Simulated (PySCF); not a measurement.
A geometry optimisation on `BOBC1=CC=CS1`.

Computed with PBE0-D3(BJ)/def2-SVP geometry optimisation, gas phase (PySCF 2.14.0). Start geometry: GFN2-xTB. A driver script takes a list of jobs; this job's settings line and coordinates (Å) are shown.

Command:
```bash
OMP_NUM_THREADS=1 python probes_run.py task.json out
```

Input:
```
{"job": {"xc": "PBE0", "basis": "def2-SVP", "d3": "d3bj", "grid": 1, "shake": 0.01, "kind": "geom"}, "charge": 0, "multiplicity": 1}
B      3.035690     0.513970     0.883540
O      2.119470    -0.120920     0.204080
B      1.171840    -0.755030    -0.454540
C     -0.271520    -0.454240    -0.146600
C     -0.845360     0.420390     0.748080
C     -2.253750     0.451140     0.776070
C     -2.779310    -0.430250    -0.112900
S     -1.569030    -1.276810    -0.989990
H      3.413920     0.104960     1.918810
H      3.416730     1.565960     0.473210
H      1.481340    -1.554490    -1.252690
H     -0.224180     1.048830     1.397020
H     -2.861800     1.090020     1.413200
H     -3.841200    -0.618600    -0.305000
```

Output:
```
step   0  E = -678.42006456  max force = 0.034528
step   1  E = -678.42450819  max force = 0.007943
step   2  E = -678.42484030  max force = 0.005293
step   3  E = -678.42506817  max force = 0.002815
step   4  E = -678.42508247  max force = 0.004467
step   5  E = -678.42522854  max force = 0.000772
step   6  E = -678.42523471  max force = 0.000944
step   7  E = -678.42524569  max force = 0.000262
optimisation converged
```

Energies in Eh; «max force» is the largest Cartesian gradient component in Eh/bohr.

Question: Give the first gradient maximum in eV/Å.

Answer: With 1 Eh/bohr = 51.422 eV/Å, 1.776 eV/Å.

In short: final energy -678.42525 Eh after 7 steps; dipole 1.61 D.

Question: Where do the atoms end?

Answer: 0.042 Å rms from the input after alignment:
```
atom  x, y, z in Å
B1     3.0627    0.3164    1.1388
O2     2.1303   -0.3085    0.4244
B3     1.1602   -0.9128   -0.2820
C4    -0.3007   -0.4459   -0.1362
C5    -0.8362    0.5675    0.6425
C6    -2.2378    0.7006    0.5128
C7    -2.7651   -0.2161   -0.3695
S8    -1.5598   -1.2258   -1.0297
H9     3.3327   -0.1058    2.2418
H10    3.6062    1.2900    0.6649
H11    1.4717   -1.8187   -1.0219
H12   -0.2216    1.1953    1.2909
H13   -2.8408    1.4388    1.0433
H14   -3.8095   -0.3392   -0.6560
```

Question: How long does this job take on Arm Neoverse V2, one thread, on a shared host? And the peak memory of the process?

Answer: About 60 s, with 0.56 GiB resident at the peak, the Python interpreter and its libraries included.
Labels such as C1 count atoms from 1, the log's own numbers from 0.
